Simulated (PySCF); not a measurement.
silole (C4H6Si), SMILES C1=C[SiH2]C=C1.

Coordinates come from a PBE-D3(BJ)/def2-SVP optimisation.

Method: PBE-D3(BJ)/def2-SVP run with PySCF 2.14.0.

Frequencies are harmonic and unscaled.

```
mode  ν (cm⁻¹)  IR (km/mol)  moving atoms (share of kinetic energy)
----  --------  -----------  --------------------------------------
1          234          0.3                          H 54 %, C 45 %
2          370          0.0                          H 56 %, C 44 %
3          482         14.3                         Si 49 %, C 45 %
4          521          3.8                 H 63 %, C 20 %, Si 16 %
5          609          2.4                         C 66 %, Si 28 %
6          653          0.0                          H 74 %, C 26 %
7          672          9.5                          H 81 %, C 19 %
8          704        139.1                          H 79 %, C 16 %
9          733          0.0                          H 75 %, C 25 %
10         735          0.0                  C 68 %, H 22 %, Si 9 %
11         852         64.9                 C 46 %, H 40 %, Si 14 %
12         896         66.8                                  H 92 %
13         943         17.1                          C 56 %, H 42 %
14         962          0.3                          H 79 %, C 21 %
15         967          0.0                          H 71 %, C 29 %
16        1060          9.4                                  H 94 %
17        1067          2.3                          H 81 %, C 19 %
18        1247          5.7                          H 70 %, C 29 %
19        1312          8.0                          H 53 %, C 47 %
20        1513          2.4                                  C 97 %
21        1581          1.2                          C 90 %, H 10 %
22        2154         91.5                                  H 96 %
23        2154         84.2                                  H 98 %
24        3079         10.2                           H 92 %, C 8 %
25        3092         24.5                           H 92 %, C 8 %
26        3151          2.2                           H 91 %, C 9 %
27        3152          1.1                           H 91 %, C 9 %
```
